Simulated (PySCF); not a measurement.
```xyz
8

C      2.0336     0.3742    -0.1667
C      0.8716     0.6027     0.0053
O     -0.3852     0.8649     0.1920
C     -1.2259    -0.2958     0.2469
H      3.0676     0.1887    -0.3189
H     -1.1613    -0.8433    -0.6931
H     -0.9191    -0.9352     1.0743
H     -2.2351     0.0722     0.4043
```

Charge 0, multiplicity 1.

**Question.** Give the Mulliken and meta-Löwdin atomic charges from M06-2X/def2-TZVP in PySCF 2.14.0.

**Answer.** 
```json
[
 {"atom": "C1", "Mulliken (e)": "-0.36", "meta-Löwdin (e)": "-0.31"},
 {"atom": "C2", "Mulliken (e)": "0.21", "meta-Löwdin (e)": "0.16"},
 {"atom": "O3", "Mulliken (e)": "-0.26", "meta-Löwdin (e)": "-0.30"},
 {"atom": "C4", "Mulliken (e)": "-0.24", "meta-Löwdin (e)": "-0.10"},
 {"atom": "H5", "Mulliken (e)": "0.20", "meta-Löwdin (e)": "0.17"},
 {"atom": "H6", "Mulliken (e)": "0.15", "meta-Löwdin (e)": "0.12"},
 {"atom": "H7", "Mulliken (e)": "0.15", "meta-Löwdin (e)": "0.12"},
 {"atom": "H8", "Mulliken (e)": "0.15", "meta-Löwdin (e)": "0.14"}
]
```
